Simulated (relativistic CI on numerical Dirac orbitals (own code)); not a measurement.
## Pt⁴⁺: 4f photoemission

Computed with this model: Dirac-Coulomb-Breit CI, separate exchange-only KLI orbitals for each configuration, model QED (radiative potential, 1s self-energy scaled to tabulated hydrogen-like ionisation energies), valence Slater integrals scaled by 0.8, multiplet model of photoemission in the sudden approximation; configurations [Xe] 4f14 5d6 → [Xe] 4f13 5d6; 80 K; Lorentzian 0.25 eV and Gaussian 0.5 eV FWHM. Energies are those of the free ion, without screening or charge transfer. The energies are binding energies and can lie tens of eV above those of solids. S is read from ⟨S²⟩ = S(S + 1).

free ion: ground-state S = 1.81, centroid 133.55 eV. Peaks (eV, height): 131.9 (100), 134.9 (48), 135.8 (57).

Strongest unbroadened transitions for free ion:

```
Energy (eV)  Relative strength
     131.20              100.0
     131.73               76.2
     131.75               20.2
     131.90               42.8
     132.08               46.3
     132.19               41.7
     132.32               29.7
     132.65               24.9
     134.64               31.5
     134.94               16.5
     135.01               18.0
     135.66               28.1
     135.74               18.1
     135.76               23.0
     136.02               17.1
     136.19               25.9
     136.39               13.9
     136.51               13.2
```
